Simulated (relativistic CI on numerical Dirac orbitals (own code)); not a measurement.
Radial parameters of Ta IV

Calculated at this level of theory: Dirac-Coulomb-Breit CI, KLI orbitals optimised for each configuration, a model potential for QED, valence Slater integrals scaled by 0.85, P86 correlation energy added to each configuration (own radial code, finite nucleus).

Slater integrals F^k, G^k are unscaled and averaged over j, outside the closed core [Kr] 4d10 5s2; ζ comes from projecting the Hamiltonian with its Breit term on Σ l·s of the shell.

- 4f¹⁴5p⁶5d²: F^2(5d,5d) = 56383, F^4(5d,5d) = 37249, ζ(5d) = 1979.7 cm⁻¹; <r>(5d) = 1.841, <r^2>(5d) = 3.914 (bohr units).
- 4f¹⁴5p⁶5d6s: ζ(5d) = 2189.3, G^2(5d,6s) = 23642 cm⁻¹; <r>(5d) = 1.824, <r^2>(5d) = 3.852, <r>(6s) = 2.684, <r^2>(6s) = 8.028 (bohr units).
- 4f¹⁴5p⁶5d6p: ζ(5d) = 2311.5, F^2(5d,6p) = 27079, G^1(5d,6p) = 13780, G^3(5d,6p) = 11196, ζ(6p) = 6337.3 cm⁻¹; <r>(5d) = 1.797, <r^2>(5d) = 3.735, <r>(6p) = 3.231, <r^2>(6p) = 11.64 (bohr units).

Q: Give the Racah parameters of the d shell in 4f¹⁴5p⁶5d².

A: B = F²/49 − 5F⁴/441 = 728 cm⁻¹ and C = 35F⁴/441 = 2956 cm⁻¹; values fitted to spectra at such low charge are typically 15 to 30 % smaller.

In this model ζ of a weakly bound d, f or g electron outside closed shells comes out too small, for d by up to a factor of two or three and at times with the wrong sign; that of an outer p electron is too small as well.

Correlation outside the listed configurations is missing or only estimated: errors of thousands of cm⁻¹ between configurations and terms are usual at this charge. Rates and lifetimes follow the computed energies and can be off by large factors. The fine structure of a lone outer electron comes out too small, for d and f at times inverted, and misplaced configurations move strength between like terms.

Averages of the first 10 configurations, taken without configuration mixing, which lowers the lowest level and can move excited configurations by several eV; other configurations of the list can lie among them:

```
Configuration  Parity  States  Average energy above the lowest level (eV)
   4f¹⁴5p⁶5d²    even      45                                         1.3
  4f¹⁴5p⁶5d6s    even      20                                         4.6
   4f¹⁴5p⁶6s²    even       1                                         9.5
  4f¹⁴5p⁶5d6p     odd      60                                        11.6
  4f¹⁴5p⁶5d5f     odd     140                                        22.1
  4f¹⁴5p⁶6s6p     odd      12                                        15.9
  4f¹⁴5p⁶5d5g    even     180                                        27.7
  4f¹⁴5p⁶5d6d    even     100                                        20.1
  4f¹⁴5p⁶5d7s    even      20                                        20.1
   4f¹⁴5p⁶5f²    even      91                                        46.6
```
